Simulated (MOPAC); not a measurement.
A run for MOPAC: PM6 on H4Si2 (SMILES [SiH][SiH3]), a point of a bond scan (R = 1.787 Å).

```
PM6 1SCF PRECISE CHARGE=0 THREADS=1
H4Si2

Si    -0.00338560 1     1.03723858 1     0.82594973 1
H     -0.44386711 1     1.86151131 1    -0.37737098 1
Si     0.02918721 1    -0.89103927 1    -0.59790228 1
H      1.16950421 1    -0.61445666 1    -1.94584939 1
H     -1.32621922 1    -1.10029411 1    -1.17841082 1
H      0.42941234 1    -2.14745382 1     0.08430899 1
```

Output:

```
*******************************************************************************
 **                                                                           **
 **                              MOPAC v23.2.5                                **
 **                                                                           **
 *******************************************************************************
 ** MOPAC's Digital Object Identifier: https://doi.org/10.5281/zenodo.6511958 **
 **                                                                           **
 ** Please cite the open-source release paper for use of this MOPAC version:  **
 ** J. E. Moussa and J. J. P. Stewart (2026)                                  **
 ** MOPAC: An open-source semiempirical molecular orbital program             **
 ** J. Open Source Softw., 11(119), 8025, https://doi.org/10.21105/joss.08025 **
 *******************************************************************************

                              PM6 CALCULATION RESULTS

 *******************************************************************************
 *  PM6        - The PM6 Hamiltonian to be used
 *
 *
 *
 *                 CHARGE ON SYSTEM = 0
 *
 *
 *
 *  PRECISE    - TIGHTER CRITERIA TO BE USED
 *  1SCF       - DO 1 SCF AND THEN STOP
 *  THREADS=1  - MULTI-THREADING NOT USED
 *  T=         - A TIME OF 172800.0 SECONDS REQUESTED
 *  DUMP=N     - RESTART FILE WRITTEN EVERY 7200.0 SECONDS REQUESTED
 *******************************************************************************
PM6 1SCF PRECISE CHARGE=0 THREADS=1
 H4Si2

   ATOM   CHEMICAL          X               Y               Z
  NUMBER   SYMBOL      (ANGSTROMS)     (ANGSTROMS)     (ANGSTROMS)

     1      Si         -0.00338560  *   1.03723858  *   0.82594973  *
     2       H         -0.44386711  *   1.86151131  *  -0.37737098  *
     3      Si          0.02918721  *  -0.89103927  *  -0.59790228  *
     4       H          1.16950421  *  -0.61445666  *  -1.94584939  *
     5       H         -1.32621922  *  -1.10029411  *  -1.17841082  *
     6       H          0.42941234  *  -2.14745382  *   0.08430899  *



          CARTESIAN COORDINATES

    NO.       ATOM           X           Y           Z

     1        Si         -0.0034      1.0372      0.8259
     2         H         -0.4439      1.8615     -0.3774
     3        Si          0.0292     -0.8910     -0.5979
     4         H          1.1695     -0.6145     -1.9458
     5         H         -1.3262     -1.1003     -1.1784
     6         H          0.4294     -2.1475      0.0843

 General Reference for PM6:
 "Optimization of Parameters for Semiempirical Methods V: Modification of NDDO Approximations
 and Application to 70 Elements", J. J. P. Stewart, J. Mol. Mod., 13, 1173-1213 (2007)
 URL: https://link.springer.com/article/10.1007/s00894-007-0233-4

           Empirical Formula: H4 Si2  =     6 atoms



      MOLECULAR POINT GROUP   :   C1


      RHF CALCULATION, NO. OF DOUBLY OCCUPIED LEVELS = 6


 -------------------------------------------------------------------------------
 PM6 1SCF PRECISE CHARGE=0 THREADS=1
 H4Si2



     1SCF WAS SPECIFIED, SO BFGS WAS NOT USED
     SCF FIELD WAS ACHIEVED


                              PM6 CALCULATION
                                                       MOPAC v23.2.5 Linux




          FINAL HEAT OF FORMATION =         95.89878 KCAL/MOL =     401.24049 KJ/MOL


          COSMO AREA              =        116.97 SQUARE ANGSTROMS
          COSMO VOLUME            =        109.11 CUBIC ANGSTROMS

          IONIZATION POTENTIAL    =          7.376070 EV
          HOMO LUMO ENERGIES (EV) =         -7.376 -2.460
          NO. OF FILLED LEVELS    =          6
          MOLECULAR WEIGHT        =         60.2026         POINT GROUP:  C1

          MOLECULAR DIMENSIONS (Angstroms)

            Atom       Atom       Distance
            H     6    H     2     4.12887
           Si     1    H     4     3.06746
           Si     1    H     5     2.25605


          SCF CALCULATIONS        =          1





   ATOM   CHEMICAL          X               Y               Z
  NUMBER   SYMBOL      (ANGSTROMS)     (ANGSTROMS)     (ANGSTROMS)

     1      Si         -0.00338560  *   1.03723858  *   0.82594973  *
     2       H         -0.44386711  *   1.86151131  *  -0.37737098  *
     3      Si          0.02918721  *  -0.89103927  *  -0.59790228  *
     4       H          1.16950421  *  -0.61445666  *  -1.94584939  *
     5       H         -1.32621922  *  -1.10029411  *  -1.17841082  *
     6       H          0.42941234  *  -2.14745382  *   0.08430899  *

                             CARTESIAN COORDINATES

   1   Si       -0.003385600     1.037238580     0.825949730
   2    H       -0.443867110     1.861511310    -0.377370980
   3   Si        0.029187210    -0.891039270    -0.597902280
   4    H        1.169504210    -0.614456660    -1.945849390
   5    H       -1.326219220    -1.100294110    -1.178410820
   6    H        0.429412340    -2.147453820     0.084308990


           Empirical Formula: H4 Si2  =     6 atoms



      MOLECULAR POINT GROUP   :   C1


                  EIGENVALUES
 -19.62811 -16.37362 -11.95482 -11.18334  -9.87369  -7.37607  -2.45963  -1.00721
   0.37167   0.55501   0.59168   1.13449   1.60053   1.69083   2.00233   2.26366
   2.48731   2.60699   3.10582   4.01355   4.19224   4.55768


              NET ATOMIC CHARGES AND DIPOLE CONTRIBUTIONS

  ATOM NO.   TYPE          CHARGE      No. of ELECS.   s-Pop       p-Pop       d-Pop
    1         Si           0.059342        3.9407     1.79239     2.00167     0.14659
    2          H           0.004272        0.9957     0.99573
    3         Si          -0.065282        4.0653     1.31840     2.39724     0.34965
    4          H           0.018057        0.9819     0.98194
    5          H          -0.006402        1.0064     1.00640
    6          H          -0.009985        1.0100     1.00999
 DIPOLE           X         Y         Z       TOTAL
 POINT-CHG.     0.102     0.697     0.279     0.757
 HYBRID        -0.223    -0.420    -0.895     1.013
 SUM           -0.121     0.277    -0.617     0.687


          ATOMIC ORBITAL ELECTRON POPULATIONS

     Atom    s        px        py        pz      x^2-y^2     xz        z^2       yz        xy
    1 Si   1.79239   0.10105   0.80904   1.09158   0.02086   0.01636   0.01809   0.08204   0.00925
    2  H   0.99573
    3 Si   1.31840   0.79018   0.80295   0.80411   0.11465   0.09049   0.02353   0.09399   0.02699
    4  H   0.98194
    5  H   1.00640
    6  H   1.00999

 **********************
 *                    *
 * JOB ENDED NORMALLY *
 *                    *
 **********************




 == MOPAC DONE ==
```

The run finished.

Cost: roughly 0.020 core-seconds.
